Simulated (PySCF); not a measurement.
Species: CH8AsNSi.
Geometry (PBE0-D3(BJ)/def2-SVP, Å), atoms numbered from 1 in this order:
```xyz
12
CH8AsNSi angstrom
C     -1.256    1.173    0.185
N     -1.213   -0.248   -0.055
Si     0.212   -1.090   -0.558
As     1.924   -1.140    1.107
H     -0.951    1.471    1.208
H     -2.265    1.579    0.007
H     -0.580    1.690   -0.516
H     -1.912   -0.777    0.454
H     -0.180   -2.506   -0.829
H      0.735   -0.438   -1.799
H      2.970   -1.613    0.099
H      2.269    0.327    0.862
```

Method used: PBE0-D3(BJ)/def2-SVP geometry optimisation, gas phase in PySCF 2.14.0.

Masses are those of the commonest isotopes; rigid-rotor values at the optimised geometry. The values belong to one conformer with, in the numbering `[CH3:1][NH:2][SiH2:3][AsH2:4]`, C1–N2–Si3–As4 67°, N2–Si3–As4–H -167° and -74°.

Question: What are A, B and C (MHz)?

Answer: Ia = 72.86, Ib = 338.48, Ic = 385.99 u·Å²; 505379 MHz·u·Å²/I gives A = 6936, B = 1493, C = 1309 MHz.

Question: What kind of rotor is it?

Answer: A near-prolate asymmetric top; Ray's κ = -0.935.

Question: What does the inertial defect say?

Answer: Not planar: Δ = Ic − Ia − Ib = -25.35 u·Å². For a rigid frame Δ = −2 Σ m c², so Σ m c² = 12.68 u·Å² lies off the ab plane: 8.80 from hydrogen and 3.88 from heavier atoms. The atom farthest from that plane is 1.58 Å away.

Question: Give the other two planar moments, Paa and Pbb, and the rms extents of the mass along the axes.

Answer: Paa = Σ m a² = (Ib + Ic − Ia)/2 = 325.80 and Pbb = Σ m b² = (Ia + Ic − Ib)/2 = 60.18 u·Å². With the mass M = 136.96 u, the rms extents √(P/M) along a, b and c are 1.54, 0.66, 0.30 Å.

Question: Which lines would a microwave search look for?

Answer: The dipole components are |μa| = 1.29 D, |μb| = 0.44 D, |μc| = 0.22 D. The squared components, which scale the intensities, stand as 1.00 : 0.12 : 0.03 (a : b : c). Some lines, for components of 0.1 D or more:

```json
{"type": "a", "branch": "Q", "J(Ka,Kc)": "2(1,1) ← 2(1,2)", "MHz": "551", "lower level (cm⁻¹)": "0.456"}
{"type": "a", "branch": "R", "J(Ka,Kc)": "1(0,1) ← 0(0,0)", "MHz": "2802", "lower level (cm⁻¹)": "0.000"}
{"type": "c", "branch": "Q", "J(Ka,Kc)": "2(1,2) ← 2(0,2)", "MHz": "5264", "lower level (cm⁻¹)": "0.280"}
{"type": "c", "branch": "Q", "J(Ka,Kc)": "1(1,1) ← 1(0,1)", "MHz": "5443", "lower level (cm⁻¹)": "0.093"}
{"type": "a", "branch": "R", "J(Ka,Kc)": "2(0,2) ← 1(0,1)", "MHz": "5600", "lower level (cm⁻¹)": "0.093"}
{"type": "b", "branch": "Q", "J(Ka,Kc)": "1(1,0) ← 1(0,1)", "MHz": "5627", "lower level (cm⁻¹)": "0.093"}
{"type": "b", "branch": "Q", "J(Ka,Kc)": "2(1,1) ← 2(0,2)", "MHz": "5815", "lower level (cm⁻¹)": "0.280"}
{"type": "c", "branch": "R", "J(Ka,Kc)": "1(1,0) ← 0(0,0)", "MHz": "8429", "lower level (cm⁻¹)": "0.000"}
{"type": "c", "branch": "R", "J(Ka,Kc)": "2(1,1) ← 1(0,1)", "MHz": "11415", "lower level (cm⁻¹)": "0.093"}
{"type": "b", "branch": "Q", "J(Ka,Kc)": "2(2,0) ← 2(1,1)", "MHz": "16334", "lower level (cm⁻¹)": "0.474"}
{"type": "b", "branch": "Q", "J(Ka,Kc)": "2(2,1) ← 2(1,2)", "MHz": "16881", "lower level (cm⁻¹)": "0.456"}
{"type": "b", "branch": "R", "J(Ka,Kc)": "2(2,1) ← 1(1,0)", "MHz": "22118", "lower level (cm⁻¹)": "0.281"}
{"type": "c", "branch": "R", "J(Ka,Kc)": "2(2,0) ← 1(1,0)", "MHz": "22123", "lower level (cm⁻¹)": "0.281"}
{"type": "c", "branch": "R", "J(Ka,Kc)": "2(2,1) ← 1(1,1)", "MHz": "22302", "lower level (cm⁻¹)": "0.275"}
{"type": "b", "branch": "R", "J(Ka,Kc)": "2(2,0) ← 1(1,1)", "MHz": "22306", "lower level (cm⁻¹)": "0.275"}
```

PBE0-D3(BJ)/def2-SVP frequencies: not computed here. Constants of a rigid frame at the computed geometry: no zero-point averaging, no centrifugal distortion. A rigid rotor knows nothing of inversion at nitrogen or internal rotation, which can split or shift real lines. Quadrupole hyperfine structure (14N, 75As) is left out.
